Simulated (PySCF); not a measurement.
A side-by-side comparison of computed properties.

First species: C₃H₁₁NSSi₂.
SMILES: `C=C([SiH2][SiH2]N)SC`

Second species: C4H5F3SSi.
Geometry (GFN2-xTB, Å), atoms numbered from 1 in this order:
```
atom  x, y, z in Å
C1     2.8762    0.6007   -1.1502
C2     2.3981    0.2366   -0.1145
C3     1.7771   -0.2164    1.0985
S4     0.1080   -0.9549    0.7955
Si5   -0.8700    0.7316   -0.0299
C6    -2.7112    0.1921   -0.3123
F7    -3.0458   -1.0188    0.1608
F8    -3.0198    0.1834   -1.6243
F9    -3.5625    1.0676    0.2599
H10    3.3271    0.9223   -2.0411
H11    1.6579    0.6008    1.8097
H12    2.3589   -1.0192    1.5521
H13   -0.3690    1.1130   -1.3429
H14   -0.9258    1.8408    0.9164
```

Levels: CAM-B3LYP/def2-SVPD for dipole moment, HOMO energy, LUMO energy, HOMO–LUMO gap, static isotropic polarisability and electronic spatial extent ⟨r²⟩ about the centre of nuclear charge; TDDFT CAM-B3LYP/def2-SVPD for lowest singlet excitation; TDA CAM-B3LYP/def2-SVPD for lowest triplet excitation (Tamm–Dancoff); GFN2-xTB for rotational constant A and rotational constant C. Geometries: GFN2-xTB. All species are isolated and taken at one optimised geometry, non-relativistic unless stated; the electronic structure was computed with PySCF and density fitting.

The conformers computed, where there is a choice (atom-mapped SMILES and torsion angles):
- `[CH2:1]=[C:2]([SiH2:3][SiH2:4][NH2:5])[S:6][CH3:7]`: C1–C2–Si3–Si4 68°, C2–Si3–Si4–N5 -145°, C1–C2–S6–C7 -1°, H–N5–Si4–Si3 -173°, H–N5–Si4–Si3 48°
- `[CH:1]#[C:2][CH2:3][S:4][SiH2:5][C:6]([F:7])([F:8])[F:9]`: C2–C3–S4–Si5 -61°, C3–S4–Si5–C6 -176°, S4–Si5–C6–F7 6°

Values for the first species:

- Dipole moment: 1.88 D
- HOMO energy: -7.47 eV
- LUMO energy: 0.48 eV
- HOMO–LUMO gap: 7.95 eV
- Lowest singlet excitation: 5.34 eV
- Lowest triplet excitation (Tamm–Dancoff): 3.67 eV
- Static isotropic polarisability: 121.8 au
- Electronic spatial extent ⟨r²⟩ about the centre of nuclear charge: 2036 bohr²
- Rotational constant A: 3.567 GHz
- Rotational constant C: 0.583 GHz

Task: Estimate the same properties for the second species, and the change in each.

Result: 
| property | first | second | second less first |
| --- | --- | --- | --- |
| dipole moment | 1.88 D | 3.75 D | +1.87 D |
| HOMO energy | -7.47 eV | -8.91 eV | -1.44 eV |
| LUMO energy | 0.48 eV | 0.29 eV | -0.19 eV |
| HOMO–LUMO gap | 7.95 eV | 9.20 eV | +1.25 eV |
| lowest singlet excitation | 5.34 eV | 5.43 eV | +0.09 eV |
| lowest triplet excitation (Tamm–Dancoff) | 3.67 eV | 4.93 eV | +1.26 eV |
| static isotropic polarisability | 121.8 au | 93.9 au | -27.9 au |
| electronic spatial extent ⟨r²⟩ about the centre of nuclear charge | 2036 bohr² | 2018 bohr² | -18 bohr² |
| rotational constant A | 3.567 GHz | 2.413 GHz | -1.154 GHz |
| rotational constant C | 0.583 GHz | 0.530 GHz | -0.053 GHz |

On the first: The vertical singlet–triplet gap S1 − T1 is 1.67 eV (TDDFT singlet less Tamm–Dancoff triplet; S1: HOMO→LUMO, weight 0.69; T1: HOMO→LUMO+1, weight 0.61). The polarisability is 18.06 Å³ as a volume (1 au = 0.148185 Å³), or 1.52 au for each of the 80 electrons.

On the second: A dipole of 3.75 D is allowed in C1, and pure rotational transitions are dipole-allowed. The principal polarisabilities are 76.6, 94.0 and 111.2 au; their mean is the isotropic value. GFN2-xTB frequencies show an imaginary mode (24i cm⁻¹), so this geometry is no minimum at that level.
